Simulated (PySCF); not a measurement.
Zn(H)(SMe) (CH4SZn), SMILES C[S][ZnH]. Geometry: PBE0-D3(BJ)/def2-SVP.

All values below come from PySCF with PBE0-D3(BJ)/def2-SVP.

Harmonic wavenumbers (cm⁻¹): 113, 140, 393, 428, 436, 726, 953, 969, 1335, 1455, 1458, 1874, 3062, 3169, 3175. Rotational constants (GHz): 16.00, 2.952, 2.533; symmetry number 1.

Problem. Work out the zero-point energy and the ideal-gas rigid-rotor harmonic-oscillator thermochemistry at 298.15 K and 1 atm.

Solution. ZPE = ½ Σ hcν = ½ × 19687 cm⁻¹ = 28.14 kcal/mol. H − E(el) = 32.06 kcal/mol. Entropy in cal/(mol K): translation 40.10, rotation 25.40, vibration 9.26, total 74.75. G − E(el) = 9.77 kcal/mol. Cp = 18.04 cal/(mol K). Modes under 150 cm⁻¹ make the vibrational entropy uncertain.
